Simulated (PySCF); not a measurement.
Mapped SMILES: `[O:1]=[C:2]([F:3])[c:4]1[cH:5][c:6]2[cH:7][cH:8][cH:9][cH:10][c:11]2[o:12]1`. Hydrogens are named by the atom that carries them.

GIAO PBE0/pcSseg-1 shifts (PySCF 2.14, gas phase, non-relativistic, equivalent atoms averaged), each against references optimised in the same way as the molecule (H2O, TMS, CFCl3).

On the GFN2-xTB geometry: O1 434.1, O12 262.3, C11 163.8, C2 156.9, C4 146.9, C9 134.8, C6 133.0, C8 129.6, C7 129.6, C5 129.3, C10 118.2, F3 23.0, H(C7) 8.21, H(C5) 8.05, H(C9) 7.94, H(C10) 7.91, H(C8) 7.73 ppm.

Problem. What changes on the PBE0-D3(BJ)/def2-SVP geometry?

Solution. 
```json
{"atoms": "O1", "δ (ppm)": "431.2", "change": "-2.9"}
{"atoms": "O12", "δ (ppm)": "262.6", "change": "+0.3"}
{"atoms": "C11", "δ (ppm)": "160.6", "change": "-3.2"}
{"atoms": "C2", "δ (ppm)": "154.5", "change": "-2.4"}
{"atoms": "C4", "δ (ppm)": "145.2", "change": "-1.7"}
{"atoms": "C9", "δ (ppm)": "134.7", "change": "-0.1"}
{"atoms": "C6", "δ (ppm)": "130.7", "change": "-2.3"}
{"atoms": "C8", "δ (ppm)": "129.7", "change": "+0.1"}
{"atoms": "C7", "δ (ppm)": "129.3", "change": "-0.3"}
{"atoms": "C5", "δ (ppm)": "123.9", "change": "-5.4"}
{"atoms": "C10", "δ (ppm)": "117.9", "change": "-0.3"}
{"atoms": "F3", "δ (ppm)": "15.4", "change": "-7.6"}
{"atoms": "H(C7)", "δ (ppm)": "7.98", "change": "-0.23"}
{"atoms": "H(C5)", "δ (ppm)": "7.72", "change": "-0.33"}
{"atoms": "H(C9)", "δ (ppm)": "7.71", "change": "-0.23"}
{"atoms": "H(C10)", "δ (ppm)": "7.79", "change": "-0.12"}
{"atoms": "H(C8)", "δ (ppm)": "7.54", "change": "-0.19"}
```

Unscaled 19F shifts against computed CFCl3 carry errors that often reach 10 to 50 ppm.

Bonds between heavy atoms that differ most (equivalent bonds averaged): C2–F3 1.374 → 1.342 Å, C5–C6 1.418 → 1.431 Å, C2–C4 1.448 → 1.459 Å, C7–C8 1.375 → 1.386 Å, C9–C10 1.379 → 1.389 Å. Mean change of bonds to hydrogen: C–H +0.014 Å.
